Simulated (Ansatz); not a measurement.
`N[AsH2]` + `[F][SnH3]` → `[F][SnH2][AsH2]` + NH₃  (formal exchange of groups at the As–N bond)

Gas-phase electronic energies from Ansatz, PBE0-D4/def2-TZVP geometries. CCSD(T)/CBS is the MP2 limit (def2-TZVPP, def2-QZVPP) plus CCSD(T) − MP2 in def2-TZVPP, frozen cores. This one scheme is used for every species. DFT in def2-TZVPP. B3LYP here is the variant with VWN-RPA as its local correlation; programs differ in this. def2 core potentials past Kr. For As, Sn outer-core shells are correlated without core-valence functions, which leaves a few kJ/mol of doubt a bond. Scalar relativity is left out up to krypton.

`N[AsH2]`:

Z-matrix (Å, degrees):
```
N
As 1 1.854
H 1 1.010 2 114.8
H 1 1.011 2 110.5 3 123.6
H 2 1.536 1 101.2 3 -27.8
H 2 1.524 1 95.5 3 64.6
```

`[F][SnH3]`:

Z-matrix (Å, degrees):
```
Sn
F 1 1.926
H 1 1.701 2 104.7
H 1 1.701 2 104.7 3 -120.0
H 1 1.701 2 104.7 3 120.0
```

`[F][SnH2][AsH2]`:

Z-matrix (Å, degrees):
```
Sn
As 1 2.592
F 1 1.931 2 104.0
H 1 1.707 2 113.0 3 -112.6
H 1 1.706 2 117.0 3 113.5
H 2 1.526 1 89.7 3 174.4
H 2 1.523 1 91.1 3 -94.0
```

NH₃:

```xyz
4

N     0.008    0.172    0.223
H    -0.939    0.022   -0.103
H     0.535    0.545   -0.556
H     0.396   -0.739    0.436
```

(1) Is it downhill or uphill in electronic energy at CCSD(T)/CBS, and by how much? (Best estimate.)

(2) What do these levels give: revPBE-D4, BLYP-D4, B97M-V, PBE0-D4, BHLYP-D4, ωB97M-V, revPBE, PBE0, B3LYP, r2SCANh, HF/def2-TZVPP, MP2/def2-QZVPP? (Best estimate.)

(3) What do rigid-rotor, harmonic-oscillator terms from PBE0-D4/def2-TZVP frequencies (298.15 K, 1 bar) make of the CCSD(T)/CBS value? (An estimate is asked.)

Largest T1 diagnostic among the species: 0.014.

Results:

(1) Computed: Downhill: ΔE = -1.14 eV.

(2) The calculation gave: revPBE-D4 -1.08, BLYP-D4 -1.08, B97M-V -0.94, PBE0-D4 -1.12, BHLYP-D4 -1.07, ωB97M-V -1.03, revPBE -1.10, PBE0 -1.10, B3LYP -1.05, r2SCANh -1.10, HF/def2-TZVPP -0.92, MP2/def2-QZVPP -1.14 eV.

(3) Computed: ΔZPE = +0.05 eV, ΔH = -1.05 eV, ΔS = 10 J/(mol·K), ΔG = -1.08 eV.

In def2-TZVPP, CCSD(T) changes the Hartree–Fock value by −0.09 eV (the triples alone add −0.01 eV) and MP2 by −0.15 eV. The D4 term adds −0.03 eV with B3LYP and −0.02 eV with PBE0; it sums over pairs of atoms, weighted by their polarisabilities, and B3LYP, whose exchange is more repulsive, gets the larger term. From BLYP to BHLYP (50 % exact exchange), in def2-TZVPP and without D4, ΔE moves by +0.04 eV.
